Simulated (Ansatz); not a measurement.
Input for Ansatz (a first-principles code): U-wB97X-V/def2-TZVPP on C2H6Sn (SMILES [CH3][Sn][CH3]), a point of a bond scan (R = 2.187 Å). Elements past Kr take the def2 small-core potentials; no spin–orbit coupling.

Ansatz 0.2 input:
```yaml
crystal:
  periodic: [false, false, false]
  atoms:
    - {symbol: Sn, position_ang: [0.11049966, -0.05642200, 0.41150884]}
    - {symbol: C, position_ang: [0.48886593, 1.54481729, -1.06852756]}
    - {symbol: H, position_ang: [-1.42446099, 2.33070097, -1.78027474]}
    - {symbol: H, position_ang: [1.00714018, 1.11945612, -1.93265368]}
    - {symbol: H, position_ang: [1.08249157, 2.36337787, -0.66374796]}
    - {symbol: C, position_ang: [-1.05454507, -1.25597708, -1.03810297]}
    - {symbol: H, position_ang: [-0.42606318, -1.48134684, -1.90440157]}
    - {symbol: H, position_ang: [-1.90100089, -0.66304383, -1.39614904]}
    - {symbol: H, position_ang: [-1.42567856, -2.18814390, -0.61430550]}
basis:
  gaussian:
    orbitals: def2-TZVPP
hamiltonian:
  xc: {name: wB97X-V}
magnetization: {spin_polarized: true, initial_magnetization: 0}
```

The head of its log:

```
WARN ansatz: RAYON_NUM_THREADS=1 ignored (pool sized by the plan → 1); use --threads N
Functional definition: wB97X-V
integrals: 0.13 GiB planned
1146 factors; their error is unknown
integrals: 0.16 GiB planned
291 factors; integrals over basis functions are off by at most 2.6e-5 eV
mean field: 1.54 GiB planned
mean field evaluation 1: about -7990.2233 eV, gradient 3.9e1 eV
mean field evaluation 2: about -7990.2022 eV, gradient 3.9e1 eV
```

Task: Predict the final total energy.

Result: -293.9369 hartree. Its determinant has ⟨S²⟩ = 0.47, a mixture of spin states.
